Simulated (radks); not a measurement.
Neutral titanium, configuration [Ar] 3d2 4s2 (the NIST ground configuration). Calculated with a radial shooting solver on a logarithmic mesh with Libxc functionals: scalar-relativistic Kohn-Sham, TASK exchange with Perdew-Wang LDA correlation, spin-unpolarised, spherical densities, finite nucleus; meta-GGA in the generalised Kohn-Sham scheme; Fermi nuclear charge, rms radius 3.5921 fm. Some entries of the table are withheld. Estimate them.

orbital  occ.  eigenvalue (eV)  r(max) (bohr)  <1/r> (bohr^-1)
1s          2        -4891.396        0.04557            21.77
2s          2        -546.4752         0.2689            4.561
2p          6        -452.0234         0.2194              (1)
3s          2         -66.2102         0.8724            1.388
3p          6         -41.1847         0.9049              (2)
4s          2          -4.8663            (3)              (4)
3d          2          -3.8799         0.9818              (5)

Answer. 
(1) 2p <1/r> (bohr^-1): 4.454
(2) 3p <1/r> (bohr^-1): 1.259
(3) 4s r(max) (bohr): 3.029
(4) 4s <1/r> (bohr^-1): 0.3580
(5) 3d <1/r> (bohr^-1): 0.8762
